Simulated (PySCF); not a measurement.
Name the molecule from its bond curve

A diatomic of charge +1 contains Sr. Its singlet curve at PBE in a double-zeta basis (scalar-relativistic core potentials, PySCF), in eV from the separated fragments:

R (Å), E (eV) and a bar:
```
    2.951     -1.230 #######################
    3.089     -1.338 ##########
    3.226     -1.400 ###
    3.329     -1.422 #
    3.432     -1.428 
    3.535     -1.421 #
    3.672     -1.397 ####
    3.844     -1.350 #########
    4.050     -1.277 #################
    4.324     -1.168 ##############################
```

The fit gives ωe = 226 cm⁻¹ and the rotational constant Bₑ = 0.2211 cm⁻¹.

Question: Which atom is the partner?

Answer: The minimum lies at 3.425 Å, so the reduced mass is 16.8576 u Å² cm⁻¹/(Bₑ·Re²) = 6.500 u. With Sr at 87.91 u the partner weighs about 7.0 u: Li. The molecule is SrLi⁺.

Closed-shell solutions of metal pairs were not tested for spin polarisation, which can lower them a little.
